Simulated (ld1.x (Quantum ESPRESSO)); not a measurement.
**Varying the TM potential for krypton (Kr)**

Base potential:

```
Element                 : Kr
Generator               : ld1.x (Quantum ESPRESSO) 7.5
Type                    : norm-conserving Troullier–Martins (Kleinman–Bylander form)
Functional              : PW91
Relativity              : scalar-relativistic
Frozen core             : [Ar] 3d10
Valence charge          : 8
Reference configuration : 4s2 4p3 (charge +3)
Partial waves           : 4s (bound): rc 1.40 bohr; 4p (bound): rc 1.55 bohr
Local potential         : all-electron potential smoothed inside 1.40 bohr (lloc = -2)
Core correction         : none
```

All-electron outer shells of the reference configuration (PW91, scalar-relativistic, ld1.x):

```tsv
shell	level (eV)	outermost node (bohr)	outermost maximum (bohr)
4s	-59.21	0.64	1.31
4p	-43.42	0.67	1.44
```

Cutoffs, loose and tight: the cutoffs (Ry, on a coarse ladder) from which the occupation-weighted sum of valence levels, in a spherical-Bessel basis at the reference potential, stays within 10 and 1 mRy of its value at 400 Ry. They do not see the model core or the augmentation charge, which bear on the density cutoff. Test errors are all-electron minus pseudo excitation energies from the reference, over the configurations 4s2 4p6; 4s2 4p5; 4s2 4p4; 4s2 4p2; 4s1 4p6; 4s2 4p5.5. A dash means not determined; rows that change the core or the reference have their own tests.

A true bound ghost makes a file unfit for plane-wave use even where its test errors are small: the radial tests pick states by their node count and pass the ghost by.

| change | outcome | cutoff, loose | cutoff, tight | bound ghosts | largest test error (meV) |
| --- | --- | --- | --- | --- | --- |
| base | generated | 55 Ry | 90 Ry | none | +62 |
| reference 4s2 4p6 | generated | 50 Ry | 80 Ry | none | +56 |
| local potential all-electron potential smoothed inside 1.54 bohr (lloc = -2) | generated | 55 Ry | 90 Ry | none | +53 |
| wave 4s (bound): rc 1.40 bohr becomes 4s (bound): rc 1.28 bohr | generated | 55 Ry | 100 Ry | none | +62 |
| functional LDA (PZ) | generated | 55 Ry | 90 Ry | none | +119 |
| wave 4p (bound): rc 1.55 bohr becomes 4p (bound): rc 1.56 bohr | generated | 55 Ry | 90 Ry | none | +62 |
| local potential the s channel | generated | 55 Ry | 90 Ry | p | -83 |

What comes out with this change to the base: all radii scaled by about 0.85 (s 1.20, p 1.32 bohr); local potential all-electron potential smoothed inside 1.20 bohr (lloc = -2)?

outcome: generated; cutoff, loose: 60 Ry; cutoff, tight: 120 Ry; bound ghosts: none; largest test error (meV): +75.
